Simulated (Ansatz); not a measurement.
Consider the atomization: `[F][Sb][SiH3]`• → F• + 3 H• + Sb• + Si•.

Gas-phase electronic energies from Ansatz, PBE0-D4/def2-TZVP geometries. CCSD(T)/CBS is the MP2 limit (def2-TZVPP, def2-QZVPP) plus CCSD(T) − MP2 in def2-TZVPP, frozen cores. This one scheme is used for every species, atoms too. Functionals use def2-TZVPP. B3LYP here is the variant with VWN-RPA as its local correlation; programs differ in this. Open shells (•) are unrestricted, without spin–orbit coupling. Spin–orbit coupling would lower the free atoms: a little for F, Si. def2 core potentials past Kr. For Sb outer-core shells are correlated without core-valence functions, so the limit isn't a true one: a few kJ/mol of doubt a bond, and 10 to 20 or more in all where bonds break to atoms.

```tsv
level	ΔE (kJ/mol)
B97M-V	1611.9
B3LYP-D4	1597.5
BLYP	1581.8
PBE0	1548.5
BHLYP	1525.5
LC-ωPBE	1556.4
HF/def2-QZVPP	1100.9
MP2/CBS(def2)	1581.1
```

(1) What does CCSD(T)/CBS give? (Best estimate.)

Largest T1 diagnostic among the species: 0.016.

Results:

(1) Ansatz gave: +1590.0 kJ/mol. The listed levels differ from it by 21.9, 7.5, -8.2, -41.5, -64.5, -33.6, -489.1, -8.9 kJ/mol.

In def2-TZVPP, CCSD(T) changes the Hartree–Fock value by +430.6 kJ/mol (the triples alone add +25.2 kJ/mol) and MP2 by +421.6 kJ/mol; breaking electron pairs costs correlation energy, which Hartree–Fock lacks. From PBE to PBE0 (25 % exact exchange), in def2-TZVPP and without D4, ΔE moves by −40.6 kJ/mol: exact exchange takes away binding that semilocal exchange gives to molecules.

For atomizations the MP2-based limit and the directly extrapolated one differ by several kJ/mol either way, and by 10 to 25 for some Ge, Se and Sn compounds, so smaller differences from it don't rank the levels.
